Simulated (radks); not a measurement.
Spherical quantum dot in the effective-mass picture: electrons in a hard-walled sphere of radius 1.8, with a point charge +1 (a donor) at the centre, all in effective atomic units (hartree* = m*/eps^2 hartree, bohr* = eps/m* bohr), one dielectric constant everywhere. Calculated with a radial shooting solver with Libxc functionals: non-relativistic Kohn-Sham, PBE, spin-polarised, spherical densities. Levels are named by radial order and angular momentum (1s, 1p, 1d, 2s, ...), and open shells are averaged over m. Results are scaled to m* = 0.622 and eps = 17.8, for which hartree* = 53.42 meV and bohr* = 1.514 nm.

N = 13, configuration 1s2 1p6 1d(up 5, down 0). This is the lowest configuration that the search found. Occupied and some empty levels:

level    occupation  eigenvalue (meV)  <r> (nm)
1s up             1            543.24     1.478
1s down           1            551.43     1.450
1p up             3            614.95     1.717
1p down           3            625.98     1.707
1d up             5            709.15     1.838
1d down           0            721.33     1.834
2s up             0            761.35     1.265
2s down           0            765.94     1.279
1f up             0            827.34     1.923
1f down           0            840.10     1.921
2p up             0            946.31     1.428
2p down           0            952.43     1.429

Energy (meV): total 4947.35, kinetic 2589.1, external -674.22, Hartree 3583.5, exchange-correlation -551.05.
